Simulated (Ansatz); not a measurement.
Relaxation of ClF2H4NZn (9 atoms, charge 0, multiplicity 1), to a largest force component of 0.03 eV/Å in at most 50 steps.

Level of theory: Ansatz 0.2.0, RKS revPBE-D4/def2-SVP.

```xyz
9
Properties=species:S:1:pos:R:3:forces:R:3
Zn -1.278 -1.533 -0.767 0.46 0.38 0.17
N 1.338 0.067 0.178 -0.47 -0.46 -0.26
Cl -0.708 -3.499 -1.322 0.01 0.04 0.02
H -1.290 1.708 0.522 -0.86 -1.08 -0.67
F -2.172 -0.018 -0.446 0.20 0.22 0.17
H 0.921 0.943 0.511 -0.13 0.20 0.07
F -0.720 2.317 0.909 0.78 0.71 0.48
H 1.889 -0.310 0.959 0.02 -0.02 0.05
H 2.021 0.325 -0.545 0.01 0.01 -0.03
```

Problem. Where does it end, and by what steps?

Solution. The forces met the threshold. After 8 steps the energy has fallen by 1.211 eV; Zn1 moved furthest, 0.82 Å. Joined: Zn1–N2.

```json
{"step": "0", "energy less start (eV)": "0.0000", "largest force component (eV/Å)": "1.082", "accepted": "yes"}
{"step": "1", "energy less start (eV)": "-0.3223", "largest force component (eV/Å)": "0.746", "accepted": "yes"}
{"step": "2", "energy less start (eV)": "-0.6427", "largest force component (eV/Å)": "0.941", "accepted": "yes"}
{"step": "3", "energy less start (eV)": "-0.9642", "largest force component (eV/Å)": "0.930", "accepted": "yes"}
{"step": "4", "energy less start (eV)": "-1.1630", "largest force component (eV/Å)": "0.386", "accepted": "yes"}
{"step": "5", "energy less start (eV)": "-1.1830", "largest force component (eV/Å)": "0.829", "accepted": "yes"}
{"step": "6", "energy less start (eV)": "-1.2092", "largest force component (eV/Å)": "0.152", "accepted": "yes"}
{"step": "7", "energy less start (eV)": "-1.2109", "largest force component (eV/Å)": "0.046", "accepted": "yes"}
{"step": "8", "energy less start (eV)": "-1.2111", "largest force component (eV/Å)": "0.009", "accepted": "yes"}
```

```xyz
9
Properties=species:S:1:pos:R:3
Zn -0.639 -1.088 -0.511
N 1.044 -0.027 0.110
Cl -0.545 -3.125 -1.186
H -1.272 1.377 0.370
F -1.918 0.249 -0.244
H 0.652 0.885 0.453
F -0.623 2.019 0.769
H 1.574 -0.466 0.875
H 1.725 0.175 -0.635
```

Run time: 24 s on 2 threads of Arm Neoverse V1, on a shared host, peak memory 0.16 GiB.
